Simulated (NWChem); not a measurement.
Molecule: thienothiophene (C6H4S2); SMILES c1cc2sccc2s1

```xyz
12

C      1.0284    -2.0527     0.0000
C      1.6286    -0.8248     0.0000
C      0.6593     0.2221     0.0000
S      0.7204     1.9654     0.0000
C     -1.0284     2.0527     0.0000
C     -1.6286     0.8248     0.0000
C     -0.6593    -0.2221     0.0000
S     -0.7204    -1.9654     0.0000
H      1.5092    -3.0220     0.0000
H      2.7027    -0.6803     0.0000
H     -1.5092     3.0220     0.0000
H     -2.7027     0.6803     0.0000
```
Atoms are numbered in this order, from 1.

Level: B3LYP/6-31G* (spherical d) (NWChem), optimised geometry, unscaled harmonic frequencies. 

| frequency (cm⁻¹) | IR intensity (km/mol) |
|---|---|
| 199 | 1.6 |
| 215 | 0.8 |
| 352 | 4.3 |
| 448 | 0.0 |
| 454 | 0.0 |
| 515 | 3.2 |
| 553 | 0.0 |
| 632 | 2.0 |
| 635 | 0.0 |
| 671 | 98.6 |
| 743 | 0.0 |
| 760 | 0.0 |
| 787 | 19.6 |
| 861 | 0.0 |
| 877 | 0.0 |
| 881 | 2.4 |
| 930 | 40.4 |
| 1112 | 0.0 |
| 1133 | 13.0 |
| 1205 | 0.0 |
| 1228 | 15.7 |
| 1378 | 0.0 |
| 1397 | 10.4 |
| 1473 | 0.0 |
| 1516 | 20.4 |
| 1556 | 0.0 |
| 3237 | 7.5 |
| 3237 | 0.0 |
| 3270 | 0.0 |
| 3270 | 1.9 |

```json
{
 "zero_point_energy": "50.8 kcal/mol",
 "thermal correction to the enthalpy at 298.15 K (with zero-point energy)": "55.3 kcal/mol",
 "heat capacity Cv": "24.6 cal/(mol K)",
 "entropy at 298.15 K and 1 atm (symmetry number 2)": "78.8 cal/(mol K)",
 "dipole_moment": "0.00 D"
}
```

Rigid rotor and harmonic oscillator.
